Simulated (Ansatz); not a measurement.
Geometry optimisation, RKS B3LYP/def2-SVP (Ansatz).

input.yaml

```yaml
crystal:
  periodic: [false, false, false]
  atoms:
    - { symbol: "N", position_ang: [0.75, 1.628, 0.8975] }
    - { symbol: Ge, position_ang: [-0.1361, 0.0849, 0.3682] }
    - { symbol: O, position_ang: [-1.0257, -0.6202, 1.7538] }
    - { symbol: Si, position_ang: [-1.5692, 0.5393, -1.3275] }
    - { symbol: Si, position_ang: [1.4586, -1.4112, -0.4202] }
    - { symbol: H, position_ang: [0.54023, 2.3734, 0.10119] }
    - { symbol: H, position_ang: [1.75419, 1.47929, 0.90165] }
    - { symbol: H, position_ang: [-0.2462, -0.763, 2.4348] }
    - { symbol: H, position_ang: [-2.65, 1.4978, -0.7983] }
    - { symbol: H, position_ang: [-0.9282, 1.1072, -2.4494] }
    - { symbol: H, position_ang: [-2.3077, -0.7235, -1.7089] }
    - { symbol: H, position_ang: [0.8133, -2.6426, -0.7967] }
    - { symbol: H, position_ang: [2.3721, -1.6603, 0.6548] }
    - { symbol: H, position_ang: [2.1307, -0.8043, -1.5367] }
basis:
  gaussian: { orbitals: def2-SVP }
hamiltonian:
  xc: b3lyp
relax:
  f_tol: 0.015
  max_steps: 40
output:
  orbitals: {}
```

Run as:

```bash
$ ansatz run input.yaml --threads 2 --pin off --max-ram 3072MiB --backend cpu --events-out ev --progress --plain --runs-dir out
```

**Question.** Where does it end, and by what steps?

**Answer.** The forces met the threshold. The force dipped under the threshold on the way, but the program's further checks kept it going. After 18 steps the energy has fallen by 0.877 eV; H6 moved furthest, 0.85 Å.

| step | energy less start (eV) | largest force component (eV/Å) | accepted |
| --- | --- | --- | --- |
| 0 | 0.0000 | 3.032 | yes |
| 1 | -0.7087 | 1.067 | yes |
| 2 | -0.7800 | 0.505 | yes |
| 3 | -0.8376 | 0.370 | yes |
| 4 | -0.8609 | 0.077 | yes |
| 5 | -0.8572 | 0.235 | no |
| 6 | -0.8663 | 0.108 | yes |
| 7 | -0.8702 | 0.088 | yes |
| 8 | -0.8612 | 0.579 | no |
| 9 | -0.8733 | 0.044 | yes |
| 10 | -0.8742 | 0.182 | yes |
| 11 | -0.8729 | 0.110 | no |
| 12 | -0.8752 | 0.166 | yes |
| 13 | -0.8757 | 0.087 | yes |
| 14 | -0.8761 | 0.123 | yes |
| 15 | -0.8767 | 0.008 | yes |
| 16 | -0.8768 | 0.008 | yes |
| 17 | -0.8769 | 0.010 | yes |
| 18 | -0.8770 | 0.011 | yes |

```xyz
14
Properties=species:S:1:pos:R:3
N 0.868 1.547 0.907
Ge -0.044 0.067 0.260
O -1.005 -0.567 1.651
Si -1.756 0.560 -1.364
Si 1.628 -1.539 -0.422
H 0.348 2.423 0.927
H 1.789 1.719 0.510
H -0.494 -0.509 2.471
H -2.641 1.653 -0.860
H -1.112 1.021 -2.632
H -2.581 -0.647 -1.659
H 0.968 -2.804 -0.861
H 2.557 -1.842 0.708
H 2.431 -0.998 -1.563
```

Whether the end is a true minimum wasn't checked by a vibrational analysis.

Run time: 86 s on 2 threads of Arm Neoverse V2 (shared host), peak memory 0.4 GiB.
